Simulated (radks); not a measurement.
Q: The mean radii <r> (bohr) of the occupied orbitals of an atom or ion are listed with their occupations. Method: non-relativistic Kohn-Sham, LB94 model potential, spin-polarised, spherical densities, point nucleus; computed with a radial shooting solver on a logarithmic mesh with Libxc functionals.

orbital  occ.      <r>
1s down     1  0.02295
1s up       1  0.02295
2s up       1  0.09678
2s down     1  0.09670
2p down     3  0.08193
2p up       3  0.08199
3s up       1   0.2361
3s down     1   0.2365
3p up       3   0.2242
3p down     3   0.2246
3d up       3   0.1944

Name the element and its charge. Open shells, if any, are filled with parallel spins first.

A: Z = 66, dysprosium, charge +45: Dy45+ in [Ar] 3d3. The 1s radius gives Z: for a bare nucleus <r> = 1.5/Z, 0.02273 bohr for Z = 66, and screening makes it slightly larger (0.02295 here). The occupations add up to 21, and the charge is Z minus that.
